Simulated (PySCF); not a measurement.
Field gradients from PBE0/pcSseg-1 densities (PySCF, non-relativistic) at GFN2-xTB geometries, isolated species, one conformer each; χzz is the principal value of largest magnitude, with Q(17O) = −0.0256 b, Q(14N) = 0.02044 b. Where η is near 1, a small change in the tensor can flip the sign of χzz. GFN2-xTB bond lengths can be off by several hundredths of an ångström, more for odd bonds, and the gradients follow them. The small basis limits the accuracy of the gradients.

Task: These 17O couplings (χzz in MHz, η) are listed in rising order: (-12.06, 0.96); (1.904, 0.54); (9.599, 0.40); (10.77, 0.01). Assign them to: the oxygen bonded to C of `[O+]#CCc1ccncc1`; the carbonyl oxygen of `C/C=C(\CC)C(=O)Cl`; the ether oxygen of `C=C1C[C@@H](Cl)[C@H]1OC`; O3 (ketone oxygen) in `[CH3:1][C:2](=[O:3])/[CH:4]=[C:5](\[O-:6])[CH2:7][C:8]([NH2:9])=[O:10]`.

Result: -12.06 MHz, η 0.96: the ether oxygen of `C=C1C[C@@H](Cl)[C@H]1OC`; 1.904 MHz, η 0.54: the oxygen bonded to C of `[O+]#CCc1ccncc1`; 9.599 MHz, η 0.40: the carbonyl oxygen of `C/C=C(\CC)C(=O)Cl`; 10.77 MHz, η 0.01: O3 (ketone oxygen) in `[CH3:1][C:2](=[O:3])/[CH:4]=[C:5](\[O-:6])[CH2:7][C:8]([NH2:9])=[O:10]`.

Task: Rank these 14N sites by the size of the quadrupole coupling, smallest first.
A. The amide nitrogen of `CC(=O)/C=C(\[O-])CC(N)=O`
B. The nitrile nitrogen of `C[PH+](C)CCC#N`
C. The pyridine-type nitrogen of `[O+]#CCc1ccncc1`

Result: A (3.570 MHz), B (4.922 MHz), C (6.035 MHz).

All sites together:

```tsv
nucleus	site	Vzz (au)	η	χzz (MHz)
17O	the oxygen bonded to C of [O+]#CCc1ccncc1	-0.317	0.54	1.904
17O	the carbonyl oxygen of C/C=C(\CC)C(=O)Cl	-1.596	0.40	9.599
17O	the ether oxygen of C=C1C[C@@H](Cl)[C@H]1OC	2.006	0.96	-12.06
17O	O3 (ketone oxygen) in [CH3:1][C:2](=[O:3])/[CH:4]=[C:5](\[O-:6])[CH2:7][C:8]([NH2:9])=[O:10]	-1.790	0.01	10.77
14N	the nitrile nitrogen of C[PH+](C)CCC#N	-1.025	0.07	-4.922
14N	the amide nitrogen of CC(=O)/C=C(\[O-])CC(N)=O	-0.743	0.57	-3.570
14N	the pyridine-type nitrogen of [O+]#CCc1ccncc1	-1.257	0.48	-6.035
```
